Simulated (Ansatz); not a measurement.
Basis sets compared for the cluster Tl₃Cl₃⁺. The state is a doublet with charge 1. Geometry PBE-D4/def2-SVP. Ansatz on 4 threads of Arm Neoverse V2 on a shared host; times are rough, and most runs start from earlier orbitals.

Cartesian coordinates in Å:
```
Tl -0.743 -0.993 -2.058
Tl 2.724 -0.579 0.445
Tl -0.646 1.972 1.209
Cl -2.368 -0.261 0.306
Cl 1.088 1.169 -1.096
Cl -0.056 -1.308 1.194
```

In the def2 sets Tl takes a core potential; there is no spin–orbit coupling. In the doublet, Cl4 and Cl6 lie 2.69 Å apart (atoms count from 1), so these atoms are partly bonded to each other. Another isomer (doublet) lies 0.15 eV lower at PBE0-D4/def2-TZVP; other spin states weren't run for this one.

```json
{"level": "PBE-D4/def2-SVP", "functions": "132", "energy (Eh)": "-1897.2824", "HOMO (eV)": "-10.31", "LUMO (eV)": "-9.38", "wall time": "4 s"}
{"level": "PBE0-D4/def2-SVP", "functions": "132", "energy (Eh)": "-1897.2757", "HOMO (eV)": "-11.60", "LUMO (eV)": "-8.51", "wall time": "6 s"}
```

**Question.** Estimate the rows for PBE-D4/def2-TZVP (with forces), PBE0-D4/def2-TZVP.

**Answer.** 
```json
{"level": "PBE-D4/def2-TZVP (with forces)", "functions": "261", "energy (Eh)": "-1897.7627", "HOMO (eV)": "-10.42", "LUMO (eV)": "-9.47", "wall time": "9.5 s"}
{"level": "PBE0-D4/def2-TZVP", "functions": "261", "energy (Eh)": "-1897.7450", "HOMO (eV)": "-11.70", "LUMO (eV)": "-8.58", "wall time": "31 s"}
```
